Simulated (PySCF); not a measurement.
**Molecular orbitals of BiB⁻**

r²SCANh at R = 2.096 Å; basis Bi aug-cc-pVDZ-PP with ECP60, B aug-cc-pVDZ; scalar-relativistic core potentials; PySCF 2.14. State: ²Σ⁺ (doublet), unpaired electrons σ ↑. Only the outer orbitals are listed, counted within each symmetry, core potentials removing the inner ones.

```
spin  orbital  occ.  ε (eV)  on Bi (%)           main shells (%)
   α       5σ     1  -10.45         74           73 Bi s, 20 B s
   α       6σ     1   -4.91         25  75 B s, 14 Bi s, 12 Bi p
   α       7σ     1   -0.98         42           51 B p, 34 Bi p
   α       3π     1   -0.28         58           59 Bi p, 41 B p
   α       3π     1   -0.28         58           59 Bi p, 41 B p
   α       4π     0    3.10         47           51 B p, 43 Bi p
   α       4π     0    3.10         47           51 B p, 43 Bi p
   β       5σ     1  -10.21         77           77 Bi s, 17 B s
   β       6σ     1   -3.62         41  59 B s, 28 Bi p, 12 Bi s
   β       3π     1   -0.17         75           75 Bi p, 24 B p
   β       3π     1   -0.17         75           75 Bi p, 24 B p
   β       7σ     0    1.88         21   49 B s, 30 B p, 22 Bi p
```

Problem. Which are the highest filled and the lowest empty level, where do they sit, and how wide is the gap?

Solution. Highest filled β 3π at -0.17 eV (in %: 75 Bi p, 24 B p); lowest empty β 7σ at 1.88 eV (in %: 49 B s, 30 B p, 22 Bi p); the gap at r²SCANh is 2.05 eV. An empty level above zero is unbound, and its energy depends on the basis.

The bond order (Mayer) is 2.42 and the ⟨S²⟩ is 0.805. The charge on Bi (Mulliken, basis-dependent) is -0.24, the charge on Bi (Löwdin, basis-dependent) is -0.17 and the dipole moment (positive dipole points towards B; it is taken about the centre of mass and depends on that origin) is -3.76 D.

Spin–orbit coupling is left out, which matters for elements this heavy, above all for dissociation energies. The state was picked by a PBE0 search and need not be the measured ground state.
